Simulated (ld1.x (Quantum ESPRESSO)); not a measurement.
**Plane-wave convergence, TM potential for P**

ld1.x (Quantum ESPRESSO) 7.5 input, shortened:

```
&input
   title='P', zed=15., rel=0, dft='PBESOL', iswitch=3,
   config='[Ne] 3s2 3p3 3d-2'
 /
 &inputp
   pseudotype=2, tm=.true., lloc=-1, rcloc=1.15,
   nlcc=.true., new_core_ps=.true.
 /
3
3S  1  0   2.00   0.00  1.55  1.55  0.0
3P  2  1   3.00   0.00  1.40  1.40  0.0
3D  3  2  -2.00   0.05  1.65  1.65  0.0
 &test
   configts(1)='3s2 3p3'
 /
```

The pseudo-atom Hamiltonian at the reference potential is diagonalised in spherical Bessel functions j_l(qr) that vanish at 20 bohr, with q² up to the cutoff. All-electron valence levels (Ry): 3s -1.0174, 3p -0.4035.

How do the lowest levels (Ry) of each channel move with the cutoff, and are there ghosts?

```tsv
cutoff (Ry)	s #1	s #2	p #1	d #1	d #2	f #1	f #2	Σ f·Δε (mRy)
8	-0.9588	-0.0203	-0.3975	0.0654	0.1476	0.1146	0.2441	135.5
10	-0.9796	-0.0212	-0.3998	0.0654	0.1470	0.1146	0.2441	86.7
15	-1.0062	-0.0224	-0.4002	0.0652	0.1460	0.1146	0.2441	32.5
21	-1.0143	-0.0227	-0.4003	0.0651	0.1453	0.1146	0.2441	15.9
25	-1.0145	-0.0227	-0.4003	0.0651	0.1451	0.1146	0.2441	15.5
30	-1.0146	-0.0228	-0.4006	0.0651	0.1448	0.1146	0.2441	14.4
40	-1.0164	-0.0230	-0.4018	0.0650	0.1446	0.1146	0.2441	7.2
50	-1.0172	-0.0231	-0.4030	0.0650	0.1445	0.1146	0.2441	2.0
55	-1.0173	-0.0231	-0.4032	0.0650	0.1445	0.1146	0.2441	1.2
60	-1.0173	-0.0231	-0.4033	0.0650	0.1445	0.1146	0.2441	0.9
80	-1.0174	-0.0231	-0.4034	0.0650	0.1445	0.1146	0.2441	0.6
400	-1.0174	-0.0231	-0.4035	0.0650	0.1445	0.1146	0.2441	0.0
```

Result: no extra level below or beside the all-electron valence levels (s, p, d, f tested); 10 mRy is reached at 40 Ry and 1 mRy at 60 Ry.
